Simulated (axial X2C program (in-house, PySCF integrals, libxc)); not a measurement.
**Outer orbitals of RuC⁻ at 1.622 Å, PBE0**

Computed with an in-house all-electron X2C program for linear molecules (integrals from PySCF). Spin-free means the one-electron spin-free X2C Hamiltonian; two-component (2c) means X2C with spin–orbit coupling and atomic mean-field two-electron Coulomb and Gaunt terms, so the difference of the two also holds small scalar two-electron terms. Basis: Ru dyall-acv3z [13s13p9d5f3g], C dyall-av3z [8s7p3d2f] (cores contracted in-house); Gaussian nuclei, density fitting, unrestricted open shells. Masses: Ru 101.904 u, C 12.000 u.

The distance is close to the 2c PBE0 minimum; the highest filled and lowest empty levels are listed.

Spin-free orbitals, state M_S = 1/2, Λ = 0 (beyond evenly filled blocks: σα) (Löwdin shares):

```tsv
symmetry	occupied	ε (eV)	atomic character
σβ	yes	-9.49	52% C s, 26% Ru d, 10% Ru p
σα	yes	-9.44	52% C s, 26% Ru d, 9% Ru p
π-α	yes	-2.53	60% Ru d, 35% C p
π+α	yes	-2.53	60% Ru d, 35% C p
π-β	yes	-2.47	57% Ru d, 37% C p
π+β	yes	-2.47	57% Ru d, 37% C p
σα	yes	-2.46	42% Ru d, 35% C p, 12% C s
σβ	yes	-2.32	40% Ru d, 37% C p, 12% C s
δ+α	yes	0.04	95% Ru d, 2% C f, 2% C d
δ-α	yes	0.04	95% Ru d, 2% C f, 2% C d
δ-β	yes	0.24	95% Ru d, 2% C f, 2% C d
δ+β	yes	0.24	95% Ru d, 2% C f, 2% C d
σα	yes	0.40	54% Ru s, 20% Ru p, 17% C p
σα	no	1.79	96% Ru p
π-α	no	1.82	99% Ru p
π+α	no	1.82	99% Ru p
σβ	no	2.02	96% Ru p, 3% Ru s
```

The highest filled level is positive, so this functional does not bind it, and the empty levels of an anion are set by the basis.

The lowest two-component determinant found has another configuration (Ω = 5/2 (⟨Sz⟩ = 0.50, ⟨Lz⟩ = 2.00 at PBE0)), so the levels differ by more than spin–orbit coupling. Its spinors:

```
   ω  occupied  ε (eV)             atomic character     λ mixture
-1/2       yes  -10.57  52% C s, 26% Ru d, 10% Ru p        100% σ
 1/2       yes  -10.37   50% C s, 29% Ru d, 9% Ru p        100% σ
-1/2       yes   -3.92            67% Ru d, 28% C p   98% π, 2% σ
 3/2       yes   -3.83            66% Ru d, 29% C p        100% π
 1/2       yes   -3.67    55% Ru d, 33% C p, 4% C s  74% π, 26% σ
 1/2       yes   -3.47   47% Ru d, 32% C p, 11% C s  74% σ, 26% π
-3/2       yes   -3.46            58% Ru d, 37% C p   99% π, 1% δ
-1/2       yes   -3.22   41% Ru d, 36% C p, 13% C s   98% σ, 2% π
-3/2       yes   -2.31             96% Ru d, 2% C f   99% δ, 1% π
 5/2       yes   -2.06             96% Ru d, 2% C f        100% δ
 3/2       yes   -1.27             95% Ru d, 2% C f        100% δ
 1/2       yes    0.07  47% Ru s, 29% C p, 11% Ru p        100% σ
-1/2       yes    0.40  52% Ru s, 22% C p, 13% Ru p        100% σ
-1/2        no    1.85                     98% Ru p        100% σ
 1/2        no    1.86                     99% Ru p        100% π
-3/2        no    1.86                     99% Ru p        100% π
 1/2        no    1.92                     99% Ru p        100% σ
```

The highest filled level is positive, so this functional does not bind it, and the empty levels of an anion are set by the basis.

How does the gap between the highest filled and lowest empty level change from the spin-free to the 2c table?

From 1.39 to 1.45 eV at PBE0, a change of 0.06 eV.

Mulliken charges and populations of the two-component result (they depend on the basis, above all on diffuse functions):

Ru -0.71 e (s 9.59 p 18.26 d 16.83 f 0.02), C -0.29 e (s 3.68 p 2.51 d 0.08 f 0.02). ⟨Lz⟩ = 2.00 ħ and ⟨Sz⟩ = 0.50 ħ (0.63 and -0.13 on the two atoms), which add up to Ω.

The state is a single determinant with fixed occupations, the lowest that a limited PBE0 search found. Density functionals use the spin component along the axis (collinear). PBE0 can misorder states that lie within some tenths of an eV, so this need not be the ground state of the molecule. The nearest other spin-free determinant of the search, M_S = 1/2, Λ = 2, lies 0.04 eV up at the distance of the search. The functionals have no current-density term, which raises determinants with orbital currents, atoms included. The highest occupied level of some functionals is positive through self-interaction error; at Hartree–Fock it is bound. The determinant is spin-polarised beyond a pure state at some levels (its spin-free form has ⟨S²⟩ too high), which makes Re and μ there less reliable.
